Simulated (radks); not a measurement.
Values are calculated unless marked as measured or tabulated.
Valence configurations of N+ (all share [He]). Code: a radial shooting solver on a logarithmic mesh with Libxc functionals. Model: scalar-relativistic Kohn-Sham, r2SCAN, spin-polarised, spherical densities, finite nucleus; open shells are filled with parallel spins first; meta-GGA in the generalised Kohn-Sham scheme; Fermi nuclear charge, rms radius 2.5582 fm. Energies are relative to 2s2 2p2; eigenvalues in eV for spin up.

valence,E (eV),moment (Bohr magnetons),e(2p),e(2s)
2s2 2p2,0.000,2,-22.520,-35.288
2p4,25.388,2,-23.027,-
2s1.5 2p2.5,3.124,3,-23.186,-36.026
2s0.5 2p3.5,15.668,3,-23.511,-36.332
2s1 2p3,4.412,4,-23.526,-36.356

NIST lists [He] 2s2 2p2 as the ground configuration; this level of theory agrees among the configurations tried. The energies are those of spherical high-spin densities, not of single terms.
